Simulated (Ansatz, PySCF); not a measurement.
Se(H)(iPr) (C3H8Se), SMILES CC(C)[SeH]. Atoms are numbered in the order given.

```xyz
12

Se    -0.8689     0.1473     0.5017
H     -1.8079    -0.3225    -0.5296
C      0.7204     0.1256    -0.6971
C      0.9678    -1.2577    -1.2769
C      1.9005     0.6384     0.1170
H      0.4935     0.8407    -1.5047
H      1.8486    -1.2347    -1.9432
H      1.1594    -1.9910    -0.4775
H      0.1101    -1.6155    -1.8668
H      1.7178     1.6491     0.5129
H      2.8025     0.6789    -0.5160
H      2.1165    -0.0313     0.9660
```
Charge 0, spin multiplicity 1.

Geometry optimised at r2SCAN-D4/def2-SVP. One conformer was computed; it need not be the lowest.

Two levels are set side by side: PBE-D3(BJ)/def2-SVP (Ansatz, a program for electronic structure) and r2SCAN-D4/def2-SVP (Ansatz). Each level has its own optimised geometry; the coordinates shown are those of the second. Frequencies come from the Hessian of PySCF at each geometry. Differences are taken from unrounded values.

```tsv
quantity	r2SCAN-D4
mean bond length (Å)	1.293
bond Se1–C3 (Å)	1.991
bond C3–C4 (Å)	1.520
bond C3–C5 (Å)	1.523
bond Se1–H2 (Å)	1.472
bond C3–H6 (Å)	1.102
bond C4–H7 (Å)	1.105
bond C4–H8 (Å)	1.102
bond C4–H9 (Å)	1.101
bond C5–H10 (Å)	1.101
bond C5–H11 (Å)	1.103
bond C5–H12 (Å)	1.103
highest harmonic wavenumber (cm⁻¹)	3139
mean harmonic wavenumber (cm⁻¹)	1478
zero-point energy (kcal/mol)	63.40
```

What does PBE-D3(BJ) give, and how far is it from r2SCAN-D4? (The exact figures need the calculation; the answer reports its results.)


```tsv
quantity	PBE-D3(BJ)	PBE-D3(BJ) minus r2SCAN-D4
mean bond length (Å)	1.300	0.008
bond Se1–C3 (Å)	2.000	0.009
bond C3–C4 (Å)	1.525	0.005
bond C3–C5 (Å)	1.528	0.005
bond Se1–H2 (Å)	1.486	0.014
bond C3–H6 (Å)	1.109	0.007
bond C4–H7 (Å)	1.112	0.007
bond C4–H8 (Å)	1.109	0.007
bond C4–H9 (Å)	1.108	0.007
bond C5–H10 (Å)	1.108	0.007
bond C5–H11 (Å)	1.110	0.007
bond C5–H12 (Å)	1.110	0.007
highest harmonic wavenumber (cm⁻¹)	3070	-69
mean harmonic wavenumber (cm⁻¹)	1439	-39
zero-point energy (kcal/mol)	61.74	-1.66
```
